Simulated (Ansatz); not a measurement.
Consider the redistribution: `C=NC[O][SbH2]` + `[SiH3]Cl` → `[Cl][SbH2]` + `C=NCO[SiH3]`.

Program: Ansatz. Geometries: PBE0-D4/def2-TZVP. ΔE: electronic, gas phase. CCSD(T)/CBS is the MP2 limit (def2-TZVPP, def2-QZVPP) plus CCSD(T) − MP2 in def2-TZVPP, frozen cores. This one scheme is used for every species. Functionals use def2-TZVPP. B3LYP here is the variant with VWN-RPA as its local correlation; programs differ in this. Elements past krypton have def2 core potentials. For Sb outer-core shells are correlated without core-valence functions, which leaves a few kJ/mol of doubt a bond. Each species was taken in one conformer, which may not be the lowest.

`C=NC[O][SbH2]`:

```xyz
11

C    -0.616   -0.737   -1.524
N    -0.512   -1.493   -0.523
C    -0.355   -0.917    0.783
O    -0.262    0.476    0.859
Sb    1.533    1.306    0.762
H    -0.742   -1.187   -2.508
H    -0.598    0.355   -1.459
H    -1.235   -1.220    1.364
H     0.515   -1.414    1.237
H     1.041    2.654    1.694
H     1.231    2.177   -0.686
```

`[SiH3]Cl`:

```xyz
5

Si    0.022    0.121   -0.038
Cl   -0.326   -1.808    0.575
H    -0.107    0.176   -1.512
H     1.390    0.506    0.375
H    -0.979    1.005    0.601
```

`[Cl][SbH2]`:

```xyz
4

Cl   -0.309    0.899    1.678
Sb   -0.386    0.338   -0.609
H    -0.610   -1.336   -0.326
H     1.305    0.098   -0.743
```

`C=NCO[SiH3]`:

Z-matrix (Å, degrees):
```
C
N 1 1.424
O 1 1.408 2 114.5
H 1 1.099 2 107.1 3 -122.5
H 1 1.098 2 107.1 3 122.4
C 2 1.259 1 119.8 3 -0.0
Si 3 1.644 1 123.7 2 -178.4
H 6 1.092 2 123.4 1 0.0
H 6 1.089 2 118.3 1 180.0
H 7 1.489 3 110.8 1 -60.9
H 7 1.480 3 106.3 1 179.1
H 7 1.489 3 110.7 1 59.1
```

(1) Is it downhill or uphill in electronic energy at CCSD(T)/CBS, and by how much? (Estimate.)

(2) What do these levels give: r2SCAN-D4, B3LYP-D4, B2PLYP, PBE0, SCS-MP2/def2-TZVPP, SCS-MP2/def2-QZVPP? (Estimate.)

Largest T1 diagnostic among the species: 0.014.

Answers

(1) Ansatz gave: Downhill: ΔE = -53.1 kJ/mol.

(2) Ansatz gave: r2SCAN-D4 -55.3, B3LYP-D4 -59.1, B2PLYP -58.3, PBE0 -58.6, SCS-MP2/def2-TZVPP -53.2, SCS-MP2/def2-QZVPP -53.8 kJ/mol.

The D4 term adds +4.6 kJ/mol with B3LYP and +2.4 kJ/mol with PBE0; it sums over pairs of atoms, weighted by their polarisabilities, and B3LYP, whose exchange is more repulsive, gets the larger term. In def2-TZVPP, CCSD(T) changes the Hartree–Fock value by +24.2 kJ/mol (the triples alone add +4.3 kJ/mol) and MP2 by +26.1 kJ/mol.
